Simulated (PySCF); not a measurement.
## Curvature of the energy in the electron number along group 15, charge +2

Calculated with PySCF 2.14, in def2-TZVP, non-relativistic, def2-TZVP with the def2 core potential (28 electrons), ECP, def2-TZVP with the def2 core potential (60 electrons), ECP: one orbital is emptied in steps, and each cell gives the departure of E from the straight line at half an electron, in eV (from a cubic fit). The exact functional gives zero.

```tsv
species	orbital	LDA	PBE	r2SCAN	PBE0	BHandHLYP	LC-wPBE	wB97X	UHF
N²⁺	2p alpha	-2.33	-2.30	-2.07	-1.68	-1.07	-0.97	-0.98	0.18
P²⁺	3p alpha	-1.36	-1.32	-1.22	-0.97	-0.64	-0.25	-0.33	0.09
Sb²⁺	5p alpha	-1.09	-1.05	-0.97	-0.77	-0.53	-0.10	-0.22	0.07
Bi²⁺	6p alpha	-1.04	-1.01	-0.92	-0.74	-0.51	-0.08	-0.19	0.07
```

Task: Estimate the missing row, As²⁺.

Result: The calculation gives LDA -1.26; PBE -1.21; r2SCAN -1.13; PBE0 -0.88; BHandHLYP -0.60; LC-wPBE -0.19; wB97X -0.30; UHF 0.08.

Task: How does the mean departure depend on the functional?

Result: LDA -1.41 eV; PBE -1.38 eV; r2SCAN -1.26 eV; PBE0 -1.01 eV; BHandHLYP -0.67 eV; LC-wPBE -0.32 eV; wB97X -0.40 eV; UHF 0.10 eV. Semilocal functionals are convex (delocalisation error), Hartree-Fock is concave or straight, and exact exchange removes curvature roughly in proportion to its share, so among the functionals the range-separated hybrids usually come closest to zero.

No spin-orbit coupling is included.
